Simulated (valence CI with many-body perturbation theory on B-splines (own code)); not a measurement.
Values are calculated unless marked as measured or tabulated.
**Gd LVIII: magnetic and hyperfine properties of the levels**

Method: valence CI with perturbative core correlation (CI+MBPT): five valence electrons over a frozen Dirac-Fock core [He], a basis of 9 s, 9 p, 8 d, 6 f, 3 g, 1 h functions for each j, with the one-electron correlation potential Σ1 (screened to all orders), the two-electron term Σ2, the three-electron term Σ3, Breit, model QED; selected single and double excitations, second order for the rest (own B-spline code, finite nucleus).

No measured spectrum was set against this ion. As an estimate, large intervals hold to a few tenths of a per cent, small ones and those within an open d or f shell to about a per cent. Among the levels kept, up to 1200 cm⁻¹ of a level comes from second order outside the variational space, and about a tenth of that is noise between levels of different J, which matters for small intervals.

A/g_I is the dipole constant over the nuclear g factor μ/I (μ in nuclear magnetons, uniformly magnetised nucleus), B/Q the quadrupole constant per barn. Both hold the static response of the core; the bare values leave it out. Large factors of s and p1/2 electrons are usually good to 5 to 10 %; those of open d and f shells near neutrality can be off by tens of per cent, and small factors of p3/2, d and f electrons come from cancelling terms and can be off by a factor of two or in sign, in half-filled shells by more. B is blank for J = 1/2, where it vanishes, and for nearly pure S terms. Energies count from the lowest level.

Levels are named by their leading jj configuration (3d3/2^4 stands for four electrons in 3d with j = 3/2), which in mixed levels can hold well under half, so a name can repeat and another be missing. Letters in brackets count levels of one name in rising energy.

```tsv
Level	E (eV)	g	A/g_I (MHz)	A/g_I bare	B/Q (MHz/b)	B/Q bare
(2s^2 2p1/2^2 2p3/2) J=3/2	0.0	1.331	505000	518000	962000	964000
(2s^2 2p1/2 2p3/2^2) J=3/2	707.2	1.439	-161000	-143000	78000	78100
(2s^2 2p1/2 2p3/2^2) J=5/2	729.3	1.172	1200000	1210000	-3360	-3370
(2s^2 2p1/2 2p3/2^2) J=1/2	770.5	0.630	3940000	3920000		
(2s 2p1/2^2 2p3/2^2) J=5/2	984.8	1.460	2820000	2810000	178000	179000
(2s 2p1/2^2 2p3/2^2) J=1/2	1071.6	2.034	1.20e+07	1.19e+07		
(2s 2p1/2^2 2p3/2^2) J=3/2	1073.1	1.181	-1790000	-1740000	-156000	-156000
(2s^2 2p3/2^3) J=3/2	1479.3	1.288	530000	541000	-1040000	-1040000
(2s 2p1/2 2p3/2^3) J=3/2 [a]	1715.2	1.580	2840000	2830000	-781000	-783000
(2s 2p1/2 2p3/2^3) J=5/2	1752.7	1.284	3530000	3500000	-1180000	-1180000
(2s 2p1/2 2p3/2^3) J=1/2	1802.7	1.374	-4370000	-4290000		
(2s 2p1/2 2p3/2^3) J=3/2 [b]	1812.6	1.027	149000	174000	-269000	-270000
(2p1/2^2 2p3/2^3) J=3/2	2119.1	1.308	492000	515000	-997000	-999000
(2s 2p3/2^4) J=1/2	2526.9	1.842	1.21e+07	1.20e+07		
(2p1/2 2p3/2^4) J=1/2	2851.6	0.630	3950000	3910000		
(2s^2 2p1/2^2 3s) J=1/2	6540.4	2.001	3450000	3420000		
(2s^2 2p1/2^2 3p1/2) J=1/2	6624.5	0.651	1150000	1140000		
(2s^2 2p1/2^2 3p3/2) J=3/2	6847.9	1.326	148000	152000	282000	282000
(2s^2 2p1/2^2 3d3/2) J=3/2	6925.0	0.785	85700	85600	47600	48100
(2s^2 2p1/2^2 3d5/2) J=5/2	6992.2	1.192	31400	31500	41300	41900
(2s^2 2p1/2 2p3/2 3s) J=3/2 [a]	7257.8	1.661	809000	814000	633000	634000
(2s^2 2p1/2 2p3/2 3s) J=1/2	7266.5	1.298	-1600000	-1560000		
(2s^2 2p1/2 2p3/2 3s) J=5/2	7276.6	1.318	1800000	1790000	924000	925000
(2s^2 2p1/2 2p3/2 3s) J=3/2 [b]	7282.1	0.966	1090000	1100000	555000	556000
(2s^2 2p1/2 2p3/2 3p1/2) J=1/2	7341.1	1.729	-831000	-802000		
(2s^2 2p1/2 2p3/2 3p1/2) J=3/2 [a]	7347.2	1.134	817000	824000	194000	195000
(2s^2 2p1/2 2p3/2 3p1/2) J=5/2	7360.2	1.057	1340000	1340000	915000	917000
(2s^2 2p1/2 2p3/2 3p1/2) J=3/2 [b]	7392.6	1.318	775000	787000	955000	957000
(2s 2p1/2^2 2p3/2 3s) J=5/2	7496.3	1.598	3170000	3150000	983000	985000
(2s 2p1/2^2 2p3/2 3s) J=3/2 [a]	7521.7	1.449	3680000	3660000	505000	506000
(2s^2 2p1/2 2p3/2 3p3/2) J=1/2 [a]	7555.0	1.474	-1550000	-1510000		
(2s^2 2p1/2 2p3/2 3p3/2) J=5/2 [a]	7560.2	1.421	71800	81600	972000	973000
(2s^2 2p1/2 2p3/2 3p3/2) J=3/2 [a]	7566.0	1.143	1240000	1240000	-621000	-622000
(2s^2 2p1/2 2p3/2 3p3/2) J=7/2	7573.2	1.225	851000	856000	1220000	1220000
(2s 2p1/2^2 2p3/2 3s) J=3/2 [b]	7577.6	1.385	-614000	-588000	539000	539000
(2s 2p1/2^2 2p3/2 3s) J=1/2	7582.3	0.871	-2620000	-2570000		
(2s 2p1/2^2 2p3/2 3p1/2) J=3/2 [a]	7591.3	1.689	3850000	3830000	655000	656000
(2s 2p1/2^2 2p3/2 3p1/2) J=5/2	7592.2	1.352	2890000	2870000	933000	935000
(2s^2 2p1/2 2p3/2 3p3/2) J=5/2 [b]	7597.2	1.186	1050000	1060000	129000	129000
(2s^2 2p1/2 2p3/2 3p3/2) J=3/2 [b]	7600.7	1.395	-203000	-183000	365000	366000
```

Task: Take the isotope of mass number 155, with I = 3/2, μ = -0.2591 μN and Q = 1.27 b. What is the hyperfine structure of (2s^2 2p1/2 2p3/2^2) J=5/2?

Result: From the table A = -208000 MHz, B = -4270 MHz. Shifts from the centre of gravity in MHz: F = 1: 1090000, F = 2: 676000, F = 3: 54300, F = 4: -781000.
